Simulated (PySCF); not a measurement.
Working out the ionisation energy of Cu

Cu [Ar] 3d10 4s1 (2S) → Cu⁺ [Ar] 3d10 (1S). All numbers are calculated (PySCF 2.14, a scalar-relativistic core potential, in aug-cc-pVDZ-PP with ECP10MDF (5s5p4d2f, 54 functions)). Frozen: 3s2 3p6. Energies in hartree (1 hartree = 27.21139 eV):

| part | Cu (lower) | Cu⁺ (upper) |
| --- | --- | --- |
| UHF | -196.165164 | -195.922749 |
| MP2 opposite-spin | -0.291425 | -0.271039 |
| MP2 same-spin | -0.172747 | -0.158386 |

Q: What does Hartree-Fock give?

A: (-195.922749) − (-196.165164) = 0.242415 hartree = 6.596 eV.

Q: What do MP2 and SCS-MP2 (6/5 opposite-spin, 1/3 same-spin) give?

A: The opposite-spin parts differ by 0.555 eV and the same-spin parts by 0.391 eV. MP2: 6.596 + (0.555) + (0.391) = 7.542 eV. SCS-MP2: 6.596 + 1.2 × (0.555) + (0.391)/3 = 7.392 eV.

Measured between the centres of the two terms (NIST): 7.726 eV, so MP2 (valence) is off by -0.184 eV.

A double-zeta basis recovers only part of the correlation energy.

What remains against the reference includes basis incompleteness, the frozen core and correlation beyond second order.
